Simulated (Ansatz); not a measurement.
Process, species as SMILES: O[SiH](O)O [trihydroxysilane] -> O[Si-](O)O + H+
Structures are relaxed separately at B3LYP-D3(BJ)/def2-TZVP in Ansatz (a first-principles code), one conformer each, not searched for the lowest.
Geometry of the first species:
```
Si
O 1 1.6348
H 2 0.9613 1 118.21
O 1 1.6377 2 109.17 3 -45.13
H 4 0.9606 1 117.30 2 147.31
O 1 1.6461 2 114.29 3 72.17
H 6 0.9602 1 118.55 2 65.02
H 1 1.4697 2 104.44 3 -166.65
```
Charge 0, spin multiplicity 1.

Wanted: gas-phase deprotonation energy (electronic energy difference), in kcal/mol. Cores are frozen in the correlated levels unless marked. Spin-orbit coupling is left out. No relativistic terms. Anions need diffuse functions: aug- sets have them; def2-D sets add few; the other sets have none. CBS marks a two-point X^-3 extrapolation of the correlation energy; Hartree-Fock from the larger set. [CCSD(T)-MP2]/basis is that difference in the basis named.

```csv
level,program,gas-phase deprotonation energy (kcal/mol),minus last row
PBE-D3(BJ)/def2-TZVPD,Ansatz + dftd3,377.1,-10.0
revPBE-D3(BJ)/def2-TZVPD,Ansatz + dftd3,379.9,-7.2
r2SCAN-D4/def2-TZVPD,Ansatz + dftd4,386.7,-0.4
MP2/aug-cc-pV(T+d)Z,Ansatz,385.3,-1.8
RI-MP2/cc-pV(T+d)Z,Ansatz,394.9,7.8
"RI-MP2/CBS(aug-cc-pV(T+d)Z,aug-cc-pV(Q+d)Z)+[CCSD(T)-MP2]/aug-cc-pV(T+d)Z",Ansatz,386.7,-0.4
"CCSD(T)/CBS(aug-cc-pV(T+d)Z,aug-cc-pV(Q+d)Z)",Ansatz,387.1,0.0
```
